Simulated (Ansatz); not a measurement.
CH6O2SSi can be A, `O[SiH2]OCS`, or B, `OCO[SiH2]S`.

Program: Ansatz. Geometries: PBE0-D4/def2-TZVP. ΔE: electronic, gas phase. CBS: MP2 limit from def2 TZ/QZ plus the TZ coupled-cluster correction, frozen cores. DFT in def2-TZVPP. B3LYP here is the variant with VWN-RPA as its local correlation; programs differ in this. Each species was taken in one conformer, which may not be the lowest.

(1) Which isomer does CCSD(T)/CBS put lower? Give the gap. (Best estimate.)

(2) Give E(B) − E(A) in kcal/mol with B3LYP-D4, r2SCAN-D4, ωB97M-V, PBE-D4, HF/def2-TZVPP, B2PLYP, B3LYP. (Estimate.)

Largest T1 diagnostic: 0.012.

Answers

(1) The calculation gave: A, by 12.8 kcal/mol.

(2) Computed: B3LYP-D4 12.6, r2SCAN-D4 11.8, ωB97M-V 12.1, PBE-D4 10.7, HF/def2-TZVPP 11.9, B2PLYP 12.8, B3LYP 12.5. None reverses the order clearly.
